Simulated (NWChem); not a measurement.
## Total energies of BI2

```xyz
3

I      1.9059     0.0000    -0.0412
B      0.0000     0.0000     0.8724
I     -1.9059     0.0000    -0.0412
```
Charge 0, spin multiplicity 2.

Everything below was run with NWChem. Structure: optimised with UB3LYP/def2-SVP with def2 effective core potentials on I, a minimum by its harmonic frequencies.

Basis set: def2-TZVP (131 functions).

```json
[
 {"method": "UHF", "total energy (Ha)": "-618.00200", "relative cost": "1"},
 {"method": "UMP2", "total energy (Ha)": "-619.06722", "relative cost": "under 3"},
 {"method": "UB2PLYP", "total energy (Ha)": "-619.89031", "relative cost": "under 3"},
 {"method": "UPBE", "total energy (Ha)": "-620.18870", "relative cost": "under 3"},
 {"method": "UB3LYP", "total energy (Ha)": "-620.44084", "relative cost": "under 3"},
 {"method": "UM06-2X", "total energy (Ha)": "-620.08304", "relative cost": "under 3"}
]
```

Total energies of different functionals aren't comparable as a measure of quality: only differences taken within one method are. Relative cost: rough, from shared machines, SCF included, UHF = 1.

Effective core potentials replace the inner electrons of I; spin-orbit coupling is left out. The correlated methods keep 9 core orbitals frozen. B3LYP has NWChem's definition, with VWN1-RPA local correlation. The structure started from a generated list of species. The unpaired electrons of the parent sit in orbitals of symmetry a1 (C2v labels of the run); other states weren't searched. The stability of the SCF solutions was not checked. Open-shell Hartree-Fock references start from PBE0 orbitals; any time given for them includes that run.
